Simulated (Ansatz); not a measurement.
Reaction (hydrogenolysis of the Si–Cl bond): `S[SiH](Cl)[SeH]` + H₂ → `S[SiH2][SeH]` + HCl

Program: Ansatz. Geometries: PBE0-D4/def2-TZVP. ΔE: electronic, gas phase. CBS: MP2 limit from def2 TZ/QZ plus the TZ coupled-cluster correction, frozen cores. This one scheme is used for every species. DFT in def2-TZVPP. B3LYP here is the variant with VWN-RPA as its local correlation; programs differ in this. For Se outer-core shells are correlated without core-valence functions, which leaves a few kJ/mol of doubt a bond. Scalar relativity is left out up to krypton. One conformer a species, not always the lowest.

`S[SiH](Cl)[SeH]`:

```xyz
7

S     1.234   -1.132   -0.834
Si   -0.539   -0.332    0.019
Cl   -1.826   -0.179   -1.568
Se   -0.194    1.628    1.096
H     1.943   -0.964    0.297
H    -1.165   -1.210    1.030
H     0.547    2.189   -0.041
```

H₂:

```xyz
2

H    -0.249    0.174   -0.216
H     0.249   -0.174    0.216
```

`S[SiH2][SeH]`:

Z-matrix (Å, degrees):
```
Si
Se 1 2.280
S 1 2.128 2 108.9
H 1 1.482 2 112.9 3 114.9
H 1 1.484 2 108.1 3 -123.3
H 2 1.470 1 92.5 3 154.4
H 3 1.344 1 94.4 2 -59.0
```

HCl:

Z-matrix (Å, degrees):
```
Cl
H 1 1.279
```

Q: Is it downhill or uphill in electronic energy at CCSD(T)/CBS, and by how much? (An estimate is asked.)

A: Ansatz gave: Uphill: ΔE = +80.9 kJ/mol.

Q: What do these levels give: B97M-V, PBE0-D4, ωB97M-V, PBE, B3LYP, r2SCANh, LC-ωPBE, MP2/def2-SVP, MP2/def2-TZVPP, CCSD/def2-TZVPP, CCSD(T)/def2-TZVPP, MP2/CBS(def2)? (Estimate.)

A: Computed: B97M-V 80.7, PBE0-D4 79.8, ωB97M-V 81.3, PBE 75.8, B3LYP 69.5, r2SCANh 82.6, LC-ωPBE 72.1, MP2/def2-SVP 72.3, MP2/def2-TZVPP 86.3, CCSD/def2-TZVPP 69.2, CCSD(T)/def2-TZVPP 73.9, MP2/CBS(def2) 93.2 kJ/mol.

Q: What do rigid-rotor, harmonic-oscillator terms from PBE0-D4/def2-TZVP frequencies (298.15 K, 1 bar) make of the CCSD(T)/CBS value? (An estimate is asked.)

A: The calculation gave: ΔZPE = +7.4 kJ/mol, ΔH = +85.6 kJ/mol, ΔS = 29 J/(mol·K), ΔG = +77.1 kJ/mol.

Largest T1 diagnostic among the species: 0.010.

In def2-TZVPP, CCSD(T) changes the Hartree–Fock value by +13.9 kJ/mol (the triples alone add +4.7 kJ/mol) and MP2 by +26.3 kJ/mol. From r2SCAN to r2SCAN0 (25 % exact exchange), in def2-TZVPP and without D4, ΔE moves by −3.3 kJ/mol. Leaving LDA and LC-ωPBE aside and taking each functional with its dispersion term where it has one, the values, not all of them listed here, spread over 11.1 kJ/mol, from CAM-B3LYP-D4 to revPBE-D4.
